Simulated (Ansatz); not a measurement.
Basis-set extrapolation for BF2H4NSi, SMILES `BN[SiH](F)F` (PBE0-D4/def2-TZVP geometry, frozen core, Ansatz 0.2.0). Multiplicity 1, RHF reference.

```tsv
	def2-TZVPP	def2-QZVPP
HF	-569.624024	-569.647612
MP2 correlation	-0.924207	-1.004283
CCSD(T) correlation	-0.981302	not run
```

Energies in hartree. Use E(X) = E(∞) + A·exp(−7.88·√X) for Hartree–Fock and E(X) = E(∞) + B·X^(−2.97) for correlation, with X = 3 and 4, and add CCSD(T) minus MP2 of the smaller set to the MP2 limit.

What is the CCSD(T) energy at the basis-set limit?

HF limit: -569.647612 + (-0.023588) × 0.13774 = -569.65086. MP2 limit: -1.004283 + (-0.080076) × 0.74074 = -1.06360. Higher-order term: -0.981302 − (-0.924207) = -0.05710. Total: -570.77156 hartree, 436.4 kJ/mol below CCSD(T)/def2-TZVPP.
